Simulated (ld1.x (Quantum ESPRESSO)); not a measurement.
Configuration tests for O (RRKJ)

- Element: oxygen (O)
- Generator: ld1.x (Quantum ESPRESSO) 7.5
- Type: norm-conserving RRKJ (Kleinman–Bylander form)
- Functional: LDA (PZ)
- Relativity: non-relativistic
- Frozen core: [He]
- Valence charge: 6
- Reference configuration: 2s2 2p3.5 (charge +0.5)
- Partial waves: 2s (bound): rc 0.80 bohr; 2p (bound): rc 1.85 bohr
- Local potential: all-electron potential smoothed inside 1.15 bohr (lloc = -1)
- Core correction: none
- rho0: 0.005

Energies are relative to the spin-unpolarised reference configuration 2s2 2p3.5; without spin polarisation the order of configurations can differ from experiment. Spin-polarised rows fill each open shell by Hund’s rule, majority spin first.

```tsv
valence configuration	charge	ΔE all-electron (eV)	error AE − PS (meV)
2s2 2p4	0	-6.370	+10
2s2 2p3	+1	10.222	+26
2s2 2p2	+2	43.937	+453
2s0 2p6	0	22.751	+184
2s2 2p0	+4	174.857	+5874
2s1 2p4	+1	25.002	-86
2s2 2p4.3	-0.3	-8.546	+18
2s2 2p3.5 (spin-polarised)	+0.5	-2.467	+31
2s2 2p4 (spin-polarised)	0	-7.779	+34
```
